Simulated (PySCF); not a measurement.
LDA on Li⁻ (lithium, charge -1), [He] 2s2, closed-shell 1S. All numbers are calculated (PySCF 2.14, the non-relativistic Hamiltonian (point nucleus), in aug-cc-pVQZ with one added diffuse shell each of s, p, d, f, g type (7s6p5d4f3g, 105 functions)).

```
cycle= 1 E= -7.36480846157833  delta_E= -0.00277  |g|= 0.0186  |ddm|= 0.571
cycle= 2 E= -7.35847800583365  delta_E= 0.00633  |g|= 0.0294  |ddm|= 0.879
cycle= 3 E= -7.36417723110456  delta_E= -0.0057  |g|= 0.0133  |ddm|= 0.849
cycle= 4 E= -7.36519282813315  delta_E= -0.00102  |g|= 0.00147  |ddm|= 0.132
cycle= 5 E= -7.36522271722436  delta_E= -2.99e-05  |g|= 0.00124  |ddm|= 0.0885
cycle= 6 E= -7.36523171377499  delta_E= -9e-06  |g|= 0.000395  |ddm|= 0.00738
cycle= 7 E= -7.3652327273072  delta_E= -1.01e-06  |g|= 6.99e-05  |ddm|= 0.00448
cycle= 8 E= -7.36523276444379  delta_E= -3.71e-08  |g|= 8.45e-06  |ddm|= 0.00182
cycle= 9 E= -7.3652327650104  delta_E= -5.67e-10  |g|= 3.96e-08  |ddm|= 0.000312
converged SCF energy = -7.3652327650104  <S^2> = -6.6613381e-15  2S+1 = 1
```

Highest occupied orbital energy: 0.728 eV; ⟨L²⟩ = 0.00; populations by l: s 4.00, p 0.00, d 0.00, f 0.00.

Q: Can this result be used?

A: With care. The run converged. At LDA the highest occupied level has a positive energy, so only the finite basis holds that electron; in a semilocal or global hybrid functional this comes from self-interaction and does not mean that the real anion is unbound.
